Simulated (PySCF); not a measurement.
difluoro(prop-1-en-2-yl)borane (C₃H₅BF₂), SMILES C=C(B(F)F)C. Atoms are numbered in the order given.

```xyz
11

C      1.4313     1.2190     0.0000
C      0.1676     0.7571     0.0000
C     -1.0342     1.6686     0.0000
B     -0.0567    -0.7815     0.0000
F     -1.2787    -1.2979     0.0000
F      0.9497    -1.6453     0.0000
H      1.6574     2.2917     0.0000
H      2.2861     0.5365     0.0000
H     -1.6714     1.4844    -0.8814
H     -1.6714     1.4844     0.8814
H     -0.7448     2.7305     0.0000
```

Geometry optimised at B3LYP-D3(BJ)/def2-SVP. Other conformers were not sampled.

Vertical ionisation energy (IE) and electron affinity (EA) in eV. Rows of orbital energies are one-electron estimates. Where ΔSCF, EOM or ADC give a negative EA the extra electron is unbound and the value depends on the basis.

```
level                                              IE    EA
-----------------------------------------------  ----  ----
−ε(HOMO), −ε(LUMO), CAM-B3LYP/def2-TZVP (PySCF)  9.33  0.18
−ε(HOMO), −ε(LUMO), PBE/def2-TZVP (PySCF)           …     …
```

Question: Complete the blanks. (The exact figures need the calculation; the answer reports its results.)

Answer: 
- −ε(HOMO), −ε(LUMO), PBE/def2-TZVP (PySCF), IE: 6.89
- −ε(HOMO), −ε(LUMO), PBE/def2-TZVP (PySCF), EA: 2.28
